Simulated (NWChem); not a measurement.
System: CHFO₃Si; SMILES O=C1O[SiH](F)O1

The following NWChem deck was run.

```
start job
memory heap 200 mb stack 900 mb global 1100 mb
geometry units angstroms noautosym nocenter noautoz
  O     -0.376587     2.388196     0.000000
  C     -0.099689     1.232240     0.000000
  O      0.108138     0.393450     1.101843
  Si     0.431095    -0.874240     0.000000
  F     -0.663567    -2.059228     0.000000
  O      0.108138     0.393450    -1.101843
  H      1.782235    -1.473502     0.000000
end
basis spherical
  * library def2-svp
end
dft
  xc b3lyp
  iterations 150
  mulliken
end
task dft energy
esp
  recalculate
  probe 0.07
  range 0.3
  factor 1.0
  spacing 0.02
end
task esp
```

All runs use the structure optimised with PBE-D3(BJ)/def2-SVP.

Atomic charges in e: unrestrained fits to the electrostatic potential beside Mulliken populations; buried atoms are poorly determined by the fit.

Atoms are numbered as in the input.

### Question
Give the results of this calculation. (B3LYP/def2-SVP.) Quantities: ESP O1; Mulliken O1; ESP C2; Mulliken C2; ESP O3; Mulliken O3; ESP Si4; Mulliken Si4; ESP F5; Mulliken F5; relative RMS misfit of the potential (%).

### Answer
| Item | Result |
|---|---|
| ESP O1 | -0.46 |
| Mulliken O1 | -0.14 |
| ESP C2 | 0.86 |
| Mulliken C2 | 0.39 |
| ESP O3 | -0.56 |
| Mulliken O3 | -0.40 |
| ESP Si4 | 1.17 |
| Mulliken Si4 | 0.91 |
| ESP F5 | -0.31 |
| Mulliken F5 | -0.29 |
| relative RMS misfit of the potential (%) | 15 |
